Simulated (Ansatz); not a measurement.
A run for Ansatz (a quantum-chemistry and plane-wave program): U-CCSD(T)/def2-TZVPP on Mg2, 2S+1 = 3, a spin state set in the input, which need not be the lowest, a point of a bond scan (R = 2.766 Å).

Ansatz 0.2 input:
```yaml
crystal:
  periodic: [false, false, false]
  atoms:
    - {symbol: Mg, position_ang: [0.00000000, 0.00000000, 0.00000000]}
    - {symbol: Mg, position_ang: [0.00000000, 0.00000000, 2.76575400]}
basis:
  gaussian:
    orbitals: def2-TZVPP
magnetization: {spin_polarized: true, initial_magnetization: 2}
correlation: {method: ccsd_t, electrons: valence}
output: {orbitals: {seedname: ./end}}
```

It printed:

```
Functional definition: HF
[...]
integrals: 0.05 GiB planned
560 factors; integrals over basis functions are off by at most 8.2e-4 eV
mean field: 0.14 GiB planned
mean field evaluation 1: about -10861.3225 eV, gradient 3.1e0 eV
mean field evaluation 2: about -10861.3620 eV, gradient 3.2e0 eV
mean field evaluation 4: about -10861.7211 eV, gradient 9.8e-1 eV
mean field evaluation 8: about -10861.7937 eV, gradient 2.1e-1 eV
mean field evaluation 16: about -10861.8199 eV, gradient 3.1e-1 eV
mean field evaluation 32: about -10861.7170 eV, gradient 6.2e-1 eV
mean field evaluation 64: about -10861.7959 eV, gradient 1.6e-1 eV
mean field evaluation 96: about -10861.8662 eV, gradient 2.9e-1 eV
mean field evaluation 128: about -10861.7460 eV, gradient 1.2e0 eV
mean field evaluation 160: about -10861.7967 eV, gradient 1.7e-5 eV
mean field evaluation 192: about -10861.7966 eV, gradient 2.7e-2 eV
mean field evaluation 224: about -10859.9353 eV, gradient 7.6e-1 eV
mean field evaluation 256: about -10859.0780 eV, gradient 1.4e0 eV
mean field evaluation 288: about -10859.4214 eV, gradient 5.7e-3 eV
mean field evaluation 320: about -10859.1688 eV, gradient 1.2e-2 eV
mean field evaluation 352: about -10858.5598 eV, gradient 4.1e0 eV
mean field evaluation 384: about -10858.2039 eV, gradient 4.3e0 eV
mean field evaluation 416: about -10858.6986 eV, gradient 4.5e0 eV
mean field evaluation 448: about -10859.7305 eV, gradient 2.3e0 eV
mean field evaluation 480: about -10859.4213 eV, gradient 8.6e-3 eV
mean field evaluation 512: about -10859.1688 eV, gradient 1.6e-3 eV
mean field evaluation 544: about -10858.9772 eV, gradient 2.5e-4 eV
mean field evaluation 576: about -10858.3888 eV, gradient 6.6e-3 eV
mean field evaluation 608: about -10861.8316 eV, gradient 7.0e-1 eV
mean field evaluation 640: about -10859.9797 eV, gradient 1.0e-2 eV
mean field evaluation 672: about -10859.1688 eV, gradient 4.5e-3 eV
mean field evaluation 704: about -10858.9294 eV, gradient 8.0e-1 eV
mean field evaluation 736: about -10858.3508 eV, gradient 1.2e0 eV
mean field evaluation 768: about -10861.7781 eV, gradient 6.1e-1 eV
mean field evaluation 800: about -10859.4190 eV, gradient 1.4e-1 eV
mean field evaluation 832: about -10858.9772 eV, gradient 1.7e-3 eV
mean field evaluation 864: about -10859.9797 eV, gradient 9.6e-4 eV
mean field -10861.89740318 eV, -399.1673671083 hartree, gradient 7.6e-6 eV, S^2 2.128553; 21 other end points of the search recorded, 0 dependent functions left out
determinant -10861.89740318 eV, -399.1673671083 hartree, with singles and doubles -10872.18702621 eV, -399.5455037803 hartree
determinant -10861.85149893 eV, -399.1656801584 hartree, with singles and doubles -10872.12373814 eV, -399.5431779865 hartree
determinant -10861.79672065 eV, -399.1636670938 hartree, with singles and doubles -10872.25517706 eV, -399.5480082775 hartree
determinant -10859.97967461 eV, -399.0968918834 hartree, with singles and doubles -10870.55972022 eV, -399.4857013879 hartree
determinant -10859.42135316 eV, -399.0763739486 hartree, with singles and doubles -10870.11763061 eV, -399.4694548946 hartree
determinant -10859.16884877 eV, -399.0670945832 hartree, with singles and doubles -10870.33147629 eV, -399.4773135785 hartree
determinant -10858.97721057 eV, -399.0600520093 hartree, with singles and doubles -10870.00582403 eV, -399.4653460784 hartree
determinant -10858.75420530 eV, -399.0518567166 hartree, with singles and doubles -10869.38071564 eV, -399.4423737688 hartree
determinant -10861.89740318 eV, -399.1673671083 hartree, with singles and doubles -10872.24375247 eV, -399.5475884319 hartree
determinant -10861.85149893 eV, -399.1656801584 hartree, with singles and doubles -10872.12348254 eV, -399.5431685933 hartree
determinant -10861.79672065 eV, -399.1636670938 hartree, with singles and doubles -10872.25464732 eV, -399.5479888100 hartree
2 core orbitals not correlated
reference -10861.79672065 eV, -399.1636670938 hartree; 11, 9 occupied and 51, 53 virtual orbitals, 560 factors
second order -9.75401981 eV of doubles, -0.00000000 eV of singles
coupled cluster: 0.24 GiB planned
cycle   1  -10.45792473 eV  change    1.9e-6 eV  update   3.2e-6
coupled cluster: 0.24 GiB planned
perturbative correction -0.16875518 eV, -0.0062016384 hartree
Total energy: -10872.42340056 eV, -399.5541903773 hartree
```

The calculation finished and met its thresholds. Its determinant has ⟨S²⟩ = 2.16, a mixture of spin states.

Cost: about 90 core-seconds (a rough figure).
